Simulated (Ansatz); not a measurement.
Total energies of `[OH][In]([SH])[Cl]`.

```xyz
6

O     1.6317    0.7031    0.2244
In   -0.1275    0.2869   -0.5571
S    -1.7529   -1.1498    0.3835
Cl   -0.5516    1.3380   -2.5637
H     1.7909    0.2543    1.0586
H    -0.9905   -1.4325    1.4542
```

The species carries charge 0 and has multiplicity 1. Correlated methods include outer-core shells of In, which these sets cover unevenly. In takes the def2 core potential. All single points use the PBE0-D4/def2-TZVP geometry. It is one conformer, not always the lowest. Basis def2-TZVPP, Ansatz 0.2.0.

RPA on PBE orbitals: Hartree–Fock energy of these orbitals -1122.37541 Eh, correlation -1.36526 Eh (frozen core).

```json
{"functional": "PBE", "energy without D4 (Eh)": "-1124.68583", "D4 term (kJ/mol)": "-14.0"}
{"functional": "B97M-V", "energy without D4 (Eh)": "-1124.88046", "D4 term (kJ/mol)": "–"}
{"functional": "PBE0", "energy without D4 (Eh)": "-1124.75128", "D4 term (kJ/mol)": "-12.2"}
{"functional": "r2SCANh", "energy without D4 (Eh)": "-1125.07818", "D4 term (kJ/mol)": "-3.7"}
{"functional": "r2SCAN0", "energy without D4 (Eh)": "-1125.04533", "D4 term (kJ/mol)": "-4.1"}
{"functional": "HSE06 (plane-wave form)", "energy without D4 (Eh)": "-1124.73179", "D4 term (kJ/mol)": "-11.7"}
{"functional": "LC-ωPBE", "energy without D4 (Eh)": "-1124.86733", "D4 term (kJ/mol)": "–"}
{"functional": "ωB97X-V", "energy without D4 (Eh)": "-1124.94536", "D4 term (kJ/mol)": "–"}
{"functional": "ωB97M-V", "energy without D4 (Eh)": "-1125.00387", "D4 term (kJ/mol)": "–"}
{"functional": "PBE-QIDH", "energy without D4 (Eh)": "-1124.36998", "D4 term (kJ/mol)": "–"}
```

**Question.** Give the same for LDA (SPW92), revPBE, BLYP, r2SCAN, B3LYP, BHLYP, CAM-B3LYP, B2PLYP. (An estimate is asked.)

**Answer.** Computed: 
| functional | energy without D4 (Eh) | D4 term (kJ/mol) |
| --- | --- | --- |
| LDA (SPW92) | -1121.40338 | – |
| revPBE | -1124.98998 | -31.2 |
| BLYP | -1125.06115 | -28.8 |
| r2SCAN | -1125.10109 | -3.3 |
| B3LYP | -1125.22015 | -22.9 |
| BHLYP | -1125.00113 | -22.2 |
| CAM-B3LYP | -1125.09991 | -12.9 |
| B2PLYP | -1124.60527 | – |

B3LYP takes the VWN-RPA correlation (the form of Gaussian; ORCA's B3LYP/G). HSE06 is the plane-wave form, built on full-range PBE exchange. The double hybrids freeze the cores in their second-order part.

LC-ωPBE has ω = 0.4 bohr⁻¹.
